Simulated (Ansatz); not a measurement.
Ideal-gas functions of AuF (`[F][Au]`) at 500 K and 1 bar, from an Ansatz frequency run at PBE0-D4/def2-TZVP.

Molar mass 215.96 g/mol, point group C∞v (symmetry number 1), electronic degeneracy 1, moments of inertia 65.13 u Å². Harmonic wavenumbers (cm⁻¹, unscaled): 542.

Use S(trans) = R[1.5 ln M + 2.5 ln T − 1.1517]; rotational temperatures θ = 24.2544 K / I; S(rot) = R[ln(T/σθ) + 1]; for each mode x = 1.438777 ν̃/T, S = R[x/(eˣ − 1) − ln(1 − e⁻ˣ)] and H = RT x/(eˣ − 1); 1 cm⁻¹ = 0.0119627 kJ/mol; R = 8.31446 J/(mol·K).

Question: By hand: the entropy, in J/(mol·K).

Answer: Translation 186.6. Rotation: θ = 0.3724 K, giving 68.2. Vibration, mode by mode: 5.41, in all 5.4. Electronic 0.0. Sum 260.2 J/(mol·K).

Question: By hand: H − E and G − E in kJ/mol, counted from the electronic energy.

Answer: Zero-point energy ½ × 542 × 0.0119627 = 3.2; thermal vibration 1.7; translation, rotation and pV give 3.5 RT = 14.6. H − E = 19.5 kJ/mol, and G − E = 19.5 − 500 × 260.2/1000 = -110.6 kJ/mol.

Vibration gives 2 % of the entropy.
